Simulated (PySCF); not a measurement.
C₅H₃O₃ (doublet state).
SMILES with atom numbers: `[O:1]=[C:2]([OH:3])[c:4]1[cH:5][c:6][o:7][cH:8]1` (hydrogens: H9 on O3; H10 on C5; H11 on C8)

Method used: PBE0-D3(BJ)/def2-SVP geometry optimisation, gas phase in PySCF.

Question: List the bond lengths, angles and torsions at this level.

Answer: 
```
  bond  length (bohr)
 O1=C2          2.277
 C2–O3          2.530
 C2–C4          2.779
 C4–C5          2.728
 C5–C6          2.559
 C6–O7          2.507
 O7–C8          2.556
 C4–C8          2.586
 O3–H9          1.832
C5–H10          2.052
C8–H11          2.053
```

A selection of angles:
```
    angle  degrees
 O1–C2–O3    123.1
 O1–C2–C4    124.6
 O3–C2–C4    112.3
 C2–O3–H9    106.4
 C2–C4–C5    128.9
 C2–C4–C8    124.0
 C5–C4–C8    107.1
 C4–C5–C6    103.0
C4–C5–H10    127.7
C6–C5–H10    129.3
 C5–C6–O7    113.8
 C6–O7–C8    106.7
O7–C8–H11    117.5
 C4–C8–O7    109.5
C4–C8–H11    133.0
```

Dihedral angles: O1–C2–C4–C5 180° (antiperiplanar); H9–O3–C2–O1 0° (synperiplanar).

The 4 C–C bonds span 1.354 Å (C5–C6, aromatic) to 1.470 Å (C2–C4, drawn single), a spread of 0.116 Å. C6 (carbon bonded to C and O) is bent (angle 113.8°). C4 (carbon bonded to 3 C) is planar (angles 128.9°, 124.0° and 107.1°, sum 360.0°, 0.00 Å off the plane of its three neighbours). The 5-membered ring C4–C5–C6–O7–C8 has internal angles of 103.0° to 113.8° (sum 540°, against 540° for a flat polygon); it is planar, 0.00 Å rms from its mean plane, widest ring torsion 0°. C8 (carbon bonded to C, O and H) is planar (angles 133.0°, 117.5° and 109.5°, sum 360.0°, 0.00 Å off the plane of its three neighbours). The 4 C–O bonds span 1.205 Å (O1=C2, drawn double) to 1.353 Å (O7–C8, aromatic), a spread of 0.148 Å. Of the pairs four or more bonds apart, O3···H10 is among the closest relative to their van der Waals radii: 2.80 Å, 103 % of the sum of Bondi's values.

Point group: Cs (tolerance 0.08 Å). PBE0-D3(BJ)/def2-SVP frequencies: not computed here. ⟨S²⟩ = 0.764 (exact for a doublet: 0.75). Torsions: O1–C2–O3–H 0°, O1–C2–C4–C5 180°.

Hardware: an x86-64 server with one thread, no GPU, shared host. Cost: 51 s. That covers the optimisation of the geometry.

One conformer stands for the species.
